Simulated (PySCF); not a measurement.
Job file and geometry (Å, from PBE0-D3(BJ)/def2-SVP) of a spin–spin coupling run on SMILES OB(O)[C@]12C[C@](F)(C1)C2, C5H8BFO2, B3LYP/pcJ-1 indirect spin-spin coupling, non-relativistic, gas phase in PySCF 2.14.0, density-fitted response routines; density fitting, a coarse starting grid and PySCF grid level 2 are the driver's defaults:

```
$ OMP_NUM_THREADS=1 python probes_run.py task.json out

{"job": {"kind": "j", "xc": "B3LYP", "basis": "pcJ-1"}, "charge": 0, "multiplicity": 1}
O      2.265844     0.782251     0.870064
B      1.619669     0.137188    -0.142971
O      2.240248    -0.407131    -1.227348
C      0.063788     0.006083    -0.036198
C     -0.712235    -0.812526     1.044239
C     -1.760104    -0.150698     0.149014
F     -3.099414    -0.268523     0.283272
C     -0.941113    -0.558486    -1.077106
C     -0.961726     1.151979     0.224965
H      3.221725     0.838558     0.783739
H      3.196701    -0.307719    -1.251209
H     -0.618866    -1.907247     0.979965
H     -0.633211    -0.445768     2.078402
H     -1.081804     0.038148    -1.990888
H     -0.867002    -1.634631    -1.293612
H     -1.101828     1.871615    -0.596145
H     -0.900188     1.645790     1.205946
```

Task: Write the output of this run.

Result: 
```
coarse grid: 14736 points
cycle   1  E = -470.2533057156  dE =  1.492e+00  |g| = 1.071e+00  |ddm| = 3.440e+00
cycle   2  E = -470.0424839176  dE =  2.108e-01  |g| = 1.561e+00  |ddm| = 2.011e+00
cycle   3  E = -470.4514676344  dE = -4.090e-01  |g| = 9.260e-02  |ddm| = 1.249e+00
cycle   4  E = -470.4525673645  dE = -1.100e-03  |g| = 5.802e-02  |ddm| = 1.089e-01
cycle   5  E = -470.4533201667  dE = -7.528e-04  |g| = 1.150e-02  |ddm| = 5.208e-02
cycle   6  E = -470.4533426940  dE = -2.253e-05  |g| = 4.432e-03  |ddm| = 1.125e-02
cycle   7  E = -470.4533454214  dE = -2.727e-06  |g| = 8.838e-04  |ddm| = 3.565e-03
final grid: 144248 points
cycle   8  E = -470.5443928107  dE = -2.377e-04  |g| = 7.524e-03  |ddm| = 3.167e-02
cycle   9  E = -470.5443786599  dE =  1.415e-05  |g| = 1.110e-02  |ddm| = 1.413e-02
cycle  10  E = -470.5444040341  dE = -2.537e-05  |g| = 1.045e-03  |ddm| = 8.943e-03
cycle  11  E = -470.5444040973  dE = -6.318e-08  |g| = 7.409e-04  |ddm| = 1.228e-03
cycle  12  E = -470.5444041869  dE = -8.965e-08  |g| = 4.447e-05  |ddm| = 5.221e-04
cycle  13  E = -470.5444041872  dE = -2.698e-10  |g| = 2.333e-05  |ddm| = 4.908e-05
converged SCF energy = -470.5444041872

Indirect spin-spin couplings (Hz)
  i      j    bonds     total        FC       PSO       DSO        SD
  0 O    1 B    1     -3.651    -8.469     5.142    -0.150    -0.174
  0 O    6 F    5     -2.617    -2.235    -0.361     0.110    -0.132
  0 O    9 H    1    -80.812   -67.503   -12.968    -0.341         -
  0 O   10 H    3     -1.632    -2.471     0.779     0.060         -
  0 O   13 H    4      0.406     0.389    -0.104     0.120         -
  0 O   14 H    4      0.421     0.400    -0.111     0.132         -
  1 B    2 O    1     -3.470    -8.358     5.220    -0.149    -0.183
  1 B    3 C    1    102.434   102.895    -1.371     0.460     0.450
  1 B    4 C    2      0.405     0.525    -0.147     0.064    -0.037
  1 B    5 C    3     14.951    14.890     0.108    -0.031    -0.015
  1 B    6 F    4     36.075    32.727     2.307    -0.305     1.345
  1 B    7 C    2      0.821     0.821    -0.086     0.050     0.036
  1 B    8 C    2      0.592     0.674    -0.128     0.059    -0.013
  1 B    9 H    2     -3.963    -2.732    -0.244    -0.890    -0.096
  1 B   10 H    2     -4.023    -2.775    -0.260    -0.890    -0.097
  1 B   11 H    3      0.350     0.335    -0.056     0.083    -0.012
  1 B   12 H    3      0.293     0.344    -0.095     0.061    -0.017
  1 B   13 H    3      0.242     0.268    -0.044     0.025    -0.008
  1 B   14 H    3      0.228     0.275    -0.061     0.023    -0.009
  1 B   15 H    3      0.321     0.302    -0.037     0.066    -0.010
  1 B   16 H    3      0.248     0.315    -0.094     0.042    -0.015
  2 O    6 F    5     -3.155    -2.664    -0.495     0.112    -0.108
  2 O    9 H    3     -1.652    -2.494     0.781     0.061         -
  2 O   10 H    1    -79.799   -66.591   -12.871    -0.337         -
  2 O   11 H    4      0.154     0.135     0.005     0.014         -
  2 O   12 H    4      0.200     0.178    -0.104     0.126         -
  2 O   15 H    4      0.213     0.198    -0.030     0.045         -
  2 O   16 H    4      0.283     0.256    -0.110     0.137         -
  3 C    6 F    3     27.463    31.477    -3.907    -0.392     0.285
  3 C    9 H    3      8.439     8.535     0.409    -0.506         -
  3 C   10 H    3      8.867     8.959     0.408    -0.501         -
  3 C   11 H    2     -1.305    -1.506     0.214    -0.013         -
  3 C   12 H    2     -1.761    -1.976     0.226    -0.012         -
  3 C   13 H    2     -1.864    -2.063     0.217    -0.017         -
  3 C   14 H    2     -1.993    -2.197     0.222    -0.018         -
  3 C   15 H    2     -1.355    -1.551     0.210    -0.014         -
  3 C   16 H    2     -1.928    -2.141     0.228    -0.014         -
  4 C    6 F    2     19.244    14.856     1.568    -0.122     2.942
  4 C    9 H    4     -0.369    -0.340     0.323    -0.352         -
  4 C   10 H    4      0.253     0.283     0.313    -0.344         -
  4 C   11 H    1    153.292   151.942     0.355     0.995         -
  4 C   12 H    1    155.191   153.878     0.314     0.999         -
  4 C   13 H    3     16.966    17.045     0.460    -0.539         -
  4 C   14 H    3      8.136     8.094    -0.088     0.130         -
  4 C   15 H    3     16.848    16.932     0.454    -0.538         -
  4 C   16 H    3      8.423     8.372    -0.089     0.141         -
  5 C    6 F    1   -395.372  -403.173    -4.688     1.039    11.450
  5 C   10 H    5      0.162     0.153     0.373    -0.364         -
  5 C   11 H    2     -4.396    -4.385    -0.036     0.026         -
  5 C   12 H    2     -4.413    -4.400    -0.039     0.026         -
  5 C   13 H    2     -4.430    -4.414    -0.044     0.028         -
  5 C   14 H    2     -4.404    -4.387    -0.044     0.027         -
  5 C   15 H    2     -4.410    -4.398    -0.038     0.027         -
  5 C   16 H    2     -4.410    -4.395    -0.041     0.026         -
  6 F    7 C    2     18.313    14.509     1.186    -0.123     2.741
  6 F    8 C    2     18.883    14.619     1.506    -0.123     2.881
  6 F    9 H    6      1.624     1.568     1.232    -1.175    -0.001
  6 F   10 H    6      1.877     1.773     1.256    -1.166     0.014
  6 F   11 H    3     -2.221    -3.444     1.816    -0.720     0.128
  6 F   12 H    3     -2.173    -3.325     1.745    -0.720     0.128
  6 F   13 H    3     -2.404    -3.465     1.680    -0.719     0.100
  6 F   14 H    3     -2.374    -3.413     1.653    -0.715     0.101
  6 F   15 H    3     -2.281    -3.474     1.800    -0.724     0.117
  6 F   16 H    3     -2.205    -3.308     1.703    -0.720     0.120
  7 C    9 H    4      1.161     1.195     0.337    -0.372         -
  7 C   11 H    3      8.041     7.999    -0.089     0.131         -
  7 C   12 H    3     16.666    16.747     0.456    -0.537         -
  7 C   13 H    1    153.424   152.031     0.388     1.005         -
  7 C   14 H    1    154.009   152.627     0.375     1.007         -
  7 C   15 H    3      7.995     7.956    -0.090     0.129         -
  7 C   16 H    3     16.716    16.794     0.459    -0.537         -
  8 C    9 H    4     -0.308    -0.281     0.336    -0.364         -
  8 C   10 H    4      0.569     0.602     0.319    -0.352         -
  8 C   11 H    3     16.781    16.866     0.454    -0.538         -
  8 C   12 H    3      8.428     8.376    -0.090     0.142         -
  8 C   13 H    3      8.091     8.053    -0.091     0.129         -
  8 C   14 H    3     16.939    17.015     0.462    -0.538         -
  8 C   15 H    1    152.964   151.599     0.371     0.995         -
  8 C   16 H    1    155.366   154.048     0.318     1.000         -
  9 H   13 H    5     -0.275    -0.168     1.151    -1.258         -
  9 H   14 H    5     -0.282    -0.172     1.171    -1.280         -
 10 H   12 H    5     -0.168    -0.058     1.162    -1.272         -
 10 H   15 H    5     -0.155    -0.056     1.024    -1.123         -
 10 H   16 H    5     -0.208    -0.097     1.182    -1.293         -
 11 H   12 H    2     -1.128    -1.328     2.342    -2.142         -
 11 H   13 H    4      0.321     0.406     1.784    -1.870         -
 11 H   14 H    4     -0.321    -0.398    -1.819     1.896         -
 11 H   15 H    4      9.519     9.593     2.212    -2.286         -
 11 H   16 H    4      0.414     0.498     1.778    -1.862         -
 12 H   13 H    4      9.377     9.448     2.206    -2.276         -
 12 H   14 H    4      0.362     0.447     1.779    -1.863         -
 12 H   15 H    4      0.411     0.495     1.780    -1.863         -
 12 H   16 H    4     -0.322    -0.411    -1.891     1.980         -
 13 H   14 H    2     -1.955    -2.164     2.314    -2.105         -
 13 H   15 H    4     -0.328    -0.402    -1.812     1.887         -
 13 H   16 H    4      0.356     0.441     1.778    -1.863         -
 14 H   15 H    4      0.321     0.407     1.781    -1.868         -
 14 H   16 H    4      9.403     9.471     2.205    -2.274         -
 15 H   16 H    2     -1.360    -1.562     2.335    -2.133         -
```

Size and cost of the density-fitted run: 323 basis functions, 97 s wall time on 1 thread of an Arm Neoverse V1, shared host; peak memory 1.4 GiB.
